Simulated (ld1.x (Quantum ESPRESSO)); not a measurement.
What one change does to a pseudopotential (F (Z = 9), TM)

ld1.x (Quantum ESPRESSO) 7.5 input, shortened:

```
&input
   title='F', zed=9., rel=1, dft='PZ', iswitch=3,
   config='[He] 2s1 2p6 3d-2'
 /
 &inputp
   pseudotype=2, tm=.true., lloc=2,
   nlcc=.false.
 /
3
2S  1  0   1.00   0.00  0.50  0.50  0.0
2P  2  1   6.00   0.00  1.80  1.80  0.0
3D  3  2  -2.00   0.05  1.85  1.85  0.0
 &test
   configts(1)='2s1 2p6'
 /
```

All-electron outer shells of the reference configuration (LDA (PZ), scalar-relativistic, ld1.x):

```
shell  level (eV)  outermost node (bohr)  outermost maximum (bohr)
   1s     -659.49                      –                      0.12
   2s      -30.13                   0.24                      0.77
   2p      -11.70                      –                      0.71
```

Change: wave 2p (bound): rc 1.80 bohr becomes 2p (bound): rc 2.42 bohr.

Cutoffs: the cutoffs (Ry, on a coarse ladder) from which the occupation-weighted sum of valence levels, in a spherical-Bessel basis at the reference potential, stays within 10 and 1 mRy of its value at 400 Ry; they do not see the model core or the augmentation charge, which bear on the density cutoff. Errors are all-electron minus pseudo energies relative to the spin-unpolarised reference configuration.

**Question.** What does the change do?

**Answer.** Both files keep a bound ghost (s); of the 9 tests that both files solve, the error grows in 9 and shrinks in 0 by more than 15 % and 0.3 meV (median size 42.0 → 181.6 meV). More of the atom is replaced by a form fitted at one configuration, so other configurations suffer.

```tsv
quantity	base	changed
cutoffs, loose and tight	260 Ry, over 300 Ry	not determined
bound ghosts	s	s
error for 2s2 2p5, meV [ΔE -18.39 eV]	+15	-91
error for 2s2 2p4, meV [ΔE 1.16 eV]	+285	+628
error for 2s2 2p3, meV [ΔE 39.68 eV]	+1123	+2799
error for 2s2 2p1, meV [ΔE 186.28 eV]	+7376	+16995
error for 2s2 2p2, meV [ΔE 100.41 eV]	+3180	+7732
error for 2s1 2p5, meV [ΔE 19.82 eV]	+42	+182
error for 2s2 2p5.3, meV [ΔE -21.12 eV]	-17	-172
error for 2s1 2p6 (spin-polarised), meV [ΔE -0.46 eV]	+20	+59
error for 2s2 2p5 (spin-polarised), meV [ΔE -18.77 eV]	+14	-129
```

Changed file: These tests converged, but a pseudo level misses the all-electron one widely, so the file describes the atom poorly there or has found another state: 2s2 2p1: 2p by 12.0 eV; 2s2 2p2: 2p by 6.8 eV. A true bound ghost makes a file unfit for plane-wave use even where its test errors are small: the radial tests pick states by their node count and pass the ghost by.
